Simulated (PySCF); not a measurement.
Correlation energy of Be (beryllium, neutral)

[He] 2s2, closed-shell 1S. Computed with PySCF 2.14 in jorge-DZP-DKH (4s2p1d, 15 functions), with scalar relativity by spin-free X2C-1e. Frozen: 1s2; 2 electrons correlated.

Total MP2 correlation energy: -25.71 mhartree.

Same-spin part 0.00 and opposite-spin part -25.71 mhartree; SCS-MP2 scales them by 1/3 and 6/5 to -30.85 mhartree.

With two correlated electrons CCSD is exact within the correlated space (frozen core and kept virtual orbitals).

```json
{"level": "CCSD", "correlation energy (mhartree)": "-45.25"}
```

Diagnostics: T1 = 0.016, D1 = 0.0228, largest double amplitude 0.137.

Problem. Is a single reference adequate?

Solution. Mostly. T1 lies below 0.03, but a double amplitude of this size points to a near-degeneracy that CCSD handles and MP2 describes poorly.
